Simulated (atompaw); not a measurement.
# Before and after: PAW (atompaw) potential for Rh (Z = 45)

Rh (Z = 45), PAW, made with atompaw 4.2.0.5 (PBEsol, scalar-relativistic). Core [Ar] 3d10 4s2, reference 4p6 4d8 5s0.5 5p0 (charge +0.5). Waves: 5s (bound): rc 2.55 bohr; 5s channel at 3.45 Ry: rc 2.55 bohr; 4p (bound): rc 1.40 bohr; 5p (bound, empty): rc 2.35 bohr; 4d (bound): rc 2.10 bohr; 4d channel at 1.7 Ry: rc 2.55 bohr. Local part: bessel scheme, radius 1.75 bohr. Core correction: smooth core density matched at 1.65 bohr. Augmentation charge: besselshape compensation charge, radius 1.95 bohr; PAW radius 2.55 bohr; waves and projectors: custom rrkj vanderbiltortho.

Change: augmentation besselshape compensation charge, radius 1.95 bohr; PAW radius 2.55 bohr; waves and projectors: custom polynom gramschmidtortho.

Cutoffs: the cutoffs (Ry, on a coarse ladder) from which the occupation-weighted sum of valence levels, in a spherical-Bessel basis at the reference potential, stays within 10 and 1 mRy of its value at 400 Ry; they do not see the model core or the augmentation charge, which bear on the density cutoff.

Q: What does the change do?

A: The potential gets neither clearly harder nor softer (40 Ry and 80 Ry → 40 Ry and 70 Ry); a bound ghost appears in s, which as a rule spoils a file.

| quantity | base | changed |
| --- | --- | --- |
| cutoff, loose | 40 Ry | 40 Ry |
| cutoff, tight | 80 Ry | 70 Ry |
| loose cutoff by channel (10 mRy a level) | s 6 Ry, p 35 Ry, d 18 Ry | s 6 Ry, p 30 Ry, d 18 Ry |
| bound ghosts | none | s |
| s: phases at 2.55 bohr within 0.05 rad from the reference energy up to (Ry; the scan ends near 5) | 4.8 | to the end of the scan |
| p: phases at 2.55 bohr within 0.05 rad from the reference energy up to (Ry; the scan ends near 5) | 3.9 | to the end of the scan |
| d: phases at 2.55 bohr within 0.05 rad from the reference energy up to (Ry; the scan ends near 5) | to the end of the scan | to the end of the scan |
| lowest overlap eigenvalue by channel | s 0.76, p 0.49, d 0.68 | s 0.02, p 0.52, d 0.72 |

 A true bound ghost makes a file unfit for plane-wave use even where its test errors are small: the radial tests pick states by their node count and pass the ghost by. The cutoffs see the waves, projectors and local potential, not the compensation charge or the core.
